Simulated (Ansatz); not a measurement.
A search over several starts for the lowest SCF solution of Al₂N₂ at the given spin, in a small basis.

```yaml
crystal:
  periodic: [false, false, false]
  atoms:
    - {symbol: Al, position_ang: [1.531075, -0.902149, -0.678351]}
    - {symbol: Al, position_ang: [-1.531002, 0.902275, 0.678363]}
    - {symbol: N, position_ang: [0.371658, 0.357988, 0.362703]}
    - {symbol: N, position_ang: [-0.371741, -0.358115, -0.362715]}
basis:
  gaussian: {orbitals: def2-SVP}
magnetization: {spin_polarized: true, initial_magnetization: 0}
hamiltonian: {xc: pbe0, dispersion: d4}
output: {orbitals: {seedname: orbitals}}
```

```sh
$ ansatz run in.yaml --threads 4 --pin off --events-out ev --progress --plain --max-ram 3916MiB
```

It prints (some lines left out):

```
Functional definition: PBE0
600 factors; integrals over basis functions are off by at most 1.0e-3 eV
mean field evaluation 1: about -16152.9251 eV, gradient 2.5e1 eV
mean field evaluation 2: about -16146.6292 eV, gradient 4.2e1 eV
mean field evaluation 4: about -16156.0823 eV, gradient 3.0e-1 eV
mean field evaluation 8: about -16156.1985 eV, gradient 4.6e-3 eV
mean field evaluation 16: about -16156.0168 eV, gradient 1.5e0 eV
mean field -16156.19855345 eV, -593.7293457748 hartree, gradient 1.9e-5 eV, S^2 0.000000; 3 other end points of the search recorded, 0 dependent functions left out
reference -16156.19857909 eV, -593.7293467169 hartree; 20, 20 occupied and 44, 44 virtual orbitals, 600 factors
Total energy: -16156.30679135 eV, -593.7333234439 hartree
```

Run time 0.65 s (4 threads of INTEL XEON PLATINUM 8581C on a shared host).

The structure comes from a short search, and lower isomers may exist.
